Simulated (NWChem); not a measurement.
System: CdH$_{2}$S$_{2}$; SMILES [SH][Cd][SH]

Input file for NWChem:

```
start job
memory heap 200 mb stack 900 mb global 1100 mb
geometry units angstroms noautoz
  Cd    -0.000000    -0.000000     0.119909
  S      2.323320    -0.323195     0.111307
  H      2.538856     0.616682     1.059583
  S     -2.323320     0.323195     0.111307
  H     -2.538856    -0.616682     1.059584
end
basis spherical
  * library def2-svp
end
ecp
  Cd library def2-ecp
end
dft
  xc b3lyp
  iterations 150
end
tddft
  nroots 8
  notriplet
end
task tddft energy
```

All runs use the structure optimised with PBE0/def2-SVP. B3LYP is NWChem's, with the RPA form of VWN correlation. def2 effective core potentials on Cd; no spin-orbit coupling.

Vertical excitations in the gas phase.

What results follow from this input? (B3LYP/def2-SVP with def2 effective core potentials on Cd, full TDDFT.) Quantities: lowest excitation, singlet (eV); orbital gap (eV).


- lowest excitation, singlet (eV) = 4.34
- orbital gap (eV) = 5.37
